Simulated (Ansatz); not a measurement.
H₃MoNOS₂, SMILES `[NH2][Mo]([OH])(=[S])=[S]`, charge 0, multiplicity 1.

Question: Give a relaxed structure at PBE0-D4/def2-TZVP (Ansatz). (Estimate.)

Answer: Ansatz gave: 
Z-matrix (Å, degrees):
```
Mo
O 1 1.870
S 1 2.102 2 110.4
N 1 1.907 2 110.4 3 118.9
S 1 2.102 2 108.9 3 -123.0
H 2 0.961 1 120.5 3 -22.2
H 4 1.009 1 123.4 2 94.0
H 4 1.009 1 123.7 2 -95.8
```
